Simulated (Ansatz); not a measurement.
A nudged elastic band was laid between two geometries of CH$_{5}$BrOSi (9 atoms, charge 0, multiplicity 1).

The calculation used Ansatz, RKS PBE-D4/def2-SVP.

- movable images: 7
- climbing image: yes
- spring: 5.0 eV/Å²
- optimiser: quadratic models (default)
- start path: through a guess of the saddle point
- force threshold: 0.05 eV/Å
- iteration limit: 60
- end points: relaxed

First end point:

```xyz
9
Properties=species:S:1:pos:R:3
Si -0.297 1.289 0.209
Br -0.020 1.804 -1.963
O -0.663 -0.326 0.396
C 0.195 -1.387 0.008
H 0.380 -1.384 -1.090
H -1.472 2.042 0.739
H 0.990 1.648 0.897
H 1.180 -1.339 0.528
H -0.293 -2.346 0.277
```

Last end point:

```xyz
9
Properties=species:S:1:pos:R:3
Si -0.231 0.734 0.749
Br 0.387 0.893 -2.881
O -0.285 -0.651 1.752
C 0.078 -1.059 0.396
H 0.260 0.178 -1.615
H -1.542 1.371 0.427
H 0.904 1.676 0.980
H 1.111 -1.453 0.300
H -0.681 -1.690 -0.109
```

**Question.** Which bonds break or form, and what moves?

**Answer.** Bonds broken: Si1–Br2, C4–H5. Bonds formed: Si1–C4, Br2–H5. CH5BrOSi becomes BrH + CH4OSi.

**Question.** Give the energies along the band, and the barrier.

**Answer.** It converged. The highest image is number 6 of 0 to 8, 3.08 eV above the first end and 0.32 eV above the last; the last end lies 2.76 eV above the first. A vibrational analysis at the climbing image gives one clearly imaginary mode, 769i cm⁻¹: a first-order saddle point. The orbitals stay closed-shell, which can raise the energy where a bond breaks towards radicals; this wasn't checked here.

```tsv
image	path coordinate (Å)	energy (eV)	Si1–Br2 (Å)	C4–H5 (Å)	Si1–C4 (Å)
0	0.00	0.00	2.25	1.11	2.73
1	0.53	0.02	2.25	1.11	2.77
2	1.07	0.06	2.25	1.11	2.78
3	1.60	0.30	2.27	1.11	2.64
4	2.13	1.07	2.36	1.11	2.41
5	2.66	2.24	2.59	1.21	2.14
6	3.20	3.08	2.86	1.59	1.94
7	3.73	2.83	3.25	2.05	1.87
8	4.26	2.76	3.69	2.37	1.85
```

**Question.** What is the geometry of the highest image?

**Answer.** 
```xyz
9
Properties=species:S:1:pos:R:3
Si -0.216 0.822 0.495
Br 0.388 1.039 -2.293
O -0.285 -0.517 1.542
C 0.080 -1.079 0.246
H 0.240 -0.108 -1.009
H -1.556 1.400 0.211
H 0.940 1.714 0.775
H 1.099 -1.520 0.219
H -0.690 -1.751 -0.186
```

**Question.** What are the harmonic wavenumbers there?

**Answer.** 769i, 110, 175, 285, 424, 545, 651, 686, 687, 766, 888, 909, 975, 1071, 1102, 1317, 1403, 2231, 2268, 2977, 3067 cm⁻¹.

The band took 11 iterations and of the order of 4 core-minutes.

Time of the run: 2 min on 2 threads of Arm Neoverse V2, on a shared host, peak memory 0.14 GiB.
